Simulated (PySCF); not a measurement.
Lowest empty level (eV) of eight silicon and germanium compounds: PBE beside CAM-B3LYP, computed with PySCF for isolated molecules in the bases named; differences from unrounded values. The eight are the first of their class met in an unordered collection, after screening for sound electronic states; none was chosen by its value. Each molecule has one DFT geometry for both levels.

| molecule | basis | CAM-B3LYP | PBE | difference |
|---|---|---|---|---|
| CH₆ClNO₂Si, SMILES NC[Si](O)(O)Cl | def2-TZVP | 1.23 | ___ | ___ |
| CH7ClOSi2, SMILES [SiH3]CO[SiH2]Cl | def2-TZVP | 1.18 | -0.71 | -1.90 |
| C₄H₁₀OSi, SMILES C[SiH2]C1COC1 | def2-TZVP | 1.49 | ___ | ___ |
| CH5F2NSi, SMILES N([SiH](F)F)C | def2-TZVP | 1.56 | ___ | ___ |
| C₂H₃Cl₂FSi, SMILES FC([SiH3])=C(Cl)Cl | def2-TZVP | 0.04 | -1.94 | -1.98 |
| CH₁₀N₂Si₃, SMILES C1[SiH2]N[Si@@H](N)[SiH2]1 | def2-TZVP | 1.04 | -0.74 | -1.78 |
| Cl2GeH4Si, SMILES Cl[SiH](Cl)[GeH3] | def2-TZVP | 0.68 | -1.29 | -1.96 |
| C3H11NSi2, SMILES C=CN([SiH3])C[SiH3] | def2-TZVP | 1.28 | -0.56 | -1.85 |

Task: Complete the blanks. (The exact figures need the calculation; the answer reports its results.)

Result: 
- CH5F2NSi, SMILES N([SiH](F)F)C, PBE: -0.14
- CH5F2NSi, SMILES N([SiH](F)F)C, difference: -1.70
- CH₆ClNO₂Si, SMILES NC[Si](O)(O)Cl, PBE: -0.43
- CH₆ClNO₂Si, SMILES NC[Si](O)(O)Cl, difference: -1.66
- C₄H₁₀OSi, SMILES C[SiH2]C1COC1, PBE: -0.12
- C₄H₁₀OSi, SMILES C[SiH2]C1COC1, difference: -1.61

PBE lies below CAM-B3LYP in 8 and above it in 0 of the eight; the mean signed difference is -1.80 and the largest -1.98 eV.
